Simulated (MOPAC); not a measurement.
A run for MOPAC: AM1 on GeO, a point of a bond scan (R = 2.449 Å).

```
AM1 1SCF PRECISE CHARGE=0 THREADS=1
GeO

Ge    -0.00000000 1    -0.00000000 1    -0.32648771 1
O      0.00000000 1     0.00000000 1     2.12217010 1
```

Program output:

```
*******************************************************************************
 **                                                                           **
 **                              MOPAC v23.2.5                                **
 **                                                                           **
 *******************************************************************************
 ** MOPAC's Digital Object Identifier: https://doi.org/10.5281/zenodo.6511958 **
 **                                                                           **
 ** Please cite the open-source release paper for use of this MOPAC version:  **
 ** J. E. Moussa and J. J. P. Stewart (2026)                                  **
 ** MOPAC: An open-source semiempirical molecular orbital program             **
 ** J. Open Source Softw., 11(119), 8025, https://doi.org/10.21105/joss.08025 **
 *******************************************************************************

                              AM1 CALCULATION RESULTS

 *******************************************************************************
 *  AM1        - The AM1 Hamiltonian to be used
 *
 *
 *
 *                 CHARGE ON SYSTEM = 0
 *
 *
 *
 *  PRECISE    - TIGHTER CRITERIA TO BE USED
 *  1SCF       - DO 1 SCF AND THEN STOP
 *  THREADS=1  - MULTI-THREADING NOT USED
 *  T=         - A TIME OF 172800.0 SECONDS REQUESTED
 *  DUMP=N     - RESTART FILE WRITTEN EVERY 7200.0 SECONDS REQUESTED
 *******************************************************************************
AM1 1SCF PRECISE CHARGE=0 THREADS=1
 GeO

   ATOM   CHEMICAL          X               Y               Z
  NUMBER   SYMBOL      (ANGSTROMS)     (ANGSTROMS)     (ANGSTROMS)

     1      Ge         -0.00000000  *  -0.00000000  *  -0.32648771  *
     2       O          0.00000000  *   0.00000000  *   2.12217010  *



          CARTESIAN COORDINATES

    NO.       ATOM           X           Y           Z

     1        Ge         -0.0000     -0.0000     -0.3265
     2         O          0.0000      0.0000      2.1222

  O: (AM1): M.J.S. DEWAR ET AL, J. AM. CHEM. SOC. 107 3902-3909 (1985)
 Ge: (AM1): M.J.S.Dewar and C.Jie, Organometallics, 8, 1544, (1989)

           Empirical Formula: O Ge  =     2 atoms



      MOLECULAR POINT GROUP   :   C*v


      RHF CALCULATION, NO. OF DOUBLY OCCUPIED LEVELS = 5


 -------------------------------------------------------------------------------
 AM1 1SCF PRECISE CHARGE=0 THREADS=1
 GeO



     1SCF WAS SPECIFIED, SO BFGS WAS NOT USED
     SCF FIELD WAS ACHIEVED


                              AM1 CALCULATION
                                                       MOPAC v23.2.5 Linux




          FINAL HEAT OF FORMATION =        143.84864 KCAL/MOL =     601.86270 KJ/MOL


          COSMO AREA              =         90.29 SQUARE ANGSTROMS
          COSMO VOLUME            =         75.60 CUBIC ANGSTROMS

          IONIZATION POTENTIAL    =          8.539880 EV
          HOMO LUMO ENERGIES (EV) =         -8.540 -1.980
          NO. OF FILLED LEVELS    =          5
          MOLECULAR WEIGHT        =         88.5894         POINT GROUP:  C*v

          MOLECULAR DIMENSIONS (Angstroms)

            Atom       Atom       Distance
            O     2   Ge     1     2.44866
            O     2   Ge     1     0.00000
           Ge     1    O     2     0.00000


          SCF CALCULATIONS        =          1





   ATOM   CHEMICAL          X               Y               Z
  NUMBER   SYMBOL      (ANGSTROMS)     (ANGSTROMS)     (ANGSTROMS)

     1      Ge         -0.00000000  *  -0.00000000  *  -0.32648771  *
     2       O          0.00000000  *   0.00000000  *   2.12217010  *

                             CARTESIAN COORDINATES

   1   Ge       -0.000000000    -0.000000000    -0.326487710
   2    O        0.000000000     0.000000000     2.122170100


           Empirical Formula: O Ge  =     2 atoms



      MOLECULAR POINT GROUP   :   C*v


                  EIGENVALUES
 -28.54270 -10.62367  -9.18486  -9.18486  -8.53988  -1.98007  -1.98007   1.25529


              NET ATOMIC CHARGES AND DIPOLE CONTRIBUTIONS

  ATOM NO.   TYPE          CHARGE      No. of ELECS.   s-Pop       p-Pop
    1         Ge           0.611274        3.3887     1.84294     1.54579
    2          O          -0.611274        6.6113     1.99633     4.61494
 DIPOLE           X         Y         Z       TOTAL
 POINT-CHG.     0.000     0.000    -7.189     7.189
 HYBRID         0.000     0.000     1.677     1.677
 SUM            0.000     0.000    -5.512     5.512


          ATOMIC ORBITAL ELECTRON POPULATIONS

     Atom    s        px        py        pz
    1 Ge   1.84294   0.04449   0.04449   1.45682
    2  O   1.99633   1.95551   1.95551   0.70391

 **********************
 *                    *
 * JOB ENDED NORMALLY *
 *                    *
 **********************




 == MOPAC DONE ==
```

The run finished.

Cost: around 0.020 core-seconds (rough).
